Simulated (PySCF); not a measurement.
A geometry optimisation on `CC(C)[Se]CCCC#N`.

Method: PBE0-D3(BJ)/def2-SVP geometry optimisation, gas phase (PySCF 2.14.0). Start geometry: GFN2-xTB. A driver script takes a list of jobs; this job's settings line and coordinates (Å) are shown.

Input:
```
{"job": {"xc": "PBE0", "basis": "def2-SVP", "d3": "d3bj", "grid": 1, "kind": "geom"}, "charge": 0, "multiplicity": 1}
C      2.802681    -1.413033     0.555614
C      1.915368    -0.378890    -0.113870
C      2.580959     0.982584    -0.184120
Se     0.191851    -0.262230     0.888691
C     -0.910201     0.437035    -0.605875
C     -2.214256     1.042879    -0.116537
C     -3.131429    -0.009015     0.518982
C     -3.571115    -0.968001    -0.460892
N     -3.914798    -1.709348    -1.260360
H      3.727064    -1.529064    -0.008106
H      3.051341    -1.101015     1.569266
H      2.302863    -2.378759     0.605202
H      1.623764    -0.717036    -1.113407
H      3.483144     0.922802    -0.791146
H      2.855496     1.319712     0.813510
H      1.921372     1.725441    -0.629531
H     -1.095402    -0.392781    -1.291779
H     -0.303280     1.192744    -1.107456
H     -2.001223     1.816978     0.624828
H     -2.724894     1.510251    -0.963774
H     -4.012566     0.466817     0.957864
H     -2.587150    -0.538686     1.310477
```

**Question.** Estimate the output.

**Answer.** 
```
step   0  E = -2729.66594009  max force = 0.025787
step   1  E = -2729.66886191  max force = 0.002925
step   2  E = -2729.66899426  max force = 0.000543
step   3  E = -2729.66910677  max force = 0.000963
step   4  E = -2729.66933243  max force = 0.003131
step   5  E = -2729.66978819  max force = 0.006024
step   6  E = -2729.67027788  max force = 0.006898
step   7  E = -2729.67108201  max force = 0.004261
step   8  E = -2729.67158835  max force = 0.003170
step   9  E = -2729.67182665  max force = 0.002671
step  10  E = -2729.67166077  max force = 0.005086
step  11  E = -2729.67242116  max force = 0.001788
step  12  E = -2729.67249210  max force = 0.000543
step  13  E = -2729.67252881  max force = 0.000448
step  14  E = -2729.67253670  max force = 0.000423
optimisation converged
```

Energies in Eh; «max force» is the largest Cartesian gradient component in Eh/bohr.

**Question.** How much energy does the optimisation release, in eV?

**Answer.** E(step 0) − E(last step) = 0.006597 Eh, which is 0.180 eV.

**Question.** Give the first gradient maximum in eV/Å.

**Answer.** With 1 Eh/bohr = 51.422 eV/Å, 1.326 eV/Å.

In short: final energy -2729.67254 Eh after 14 steps; dipole 2.20 D.

**Question.** Where do the atoms end?

**Answer.** 1.343 Å rms from the input after alignment:
```
atom  x, y, z in Å
C1     2.1681   -1.5072    0.7576
C2     1.3404   -0.5242   -0.0521
C3     2.1152    0.0772   -1.2095
Se4    0.6916    0.8710    1.1905
C5    -0.7246    1.6465    0.0821
C6    -2.1319    1.2431    0.4949
C7    -2.3976   -0.2621    0.4359
C8    -2.1814   -0.8250   -0.8911
N9    -1.9706   -1.2439   -1.9498
H10    2.5392   -2.3130    0.1040
H11    3.0460   -1.0148    1.2073
H12    1.5816   -1.9659    1.5671
H13    0.4412   -1.0304   -0.4361
H14    2.4404   -0.7182   -1.9014
H15    3.0086    0.6114   -0.8508
H16    1.5062    0.7857   -1.7901
H17   -0.5158    1.3594   -0.9602
H18   -0.6104    2.7379    0.1439
H19   -2.3266    1.5735    1.5276
H20   -2.8570    1.7706   -0.1488
H21   -3.4289   -0.4888    0.7483
H22   -1.7197   -0.7778    1.1383
```

The run took about 9 min of CPU time (one thread, shared machine).
Labels such as C1 count atoms from 1, the log's own numbers from 0.
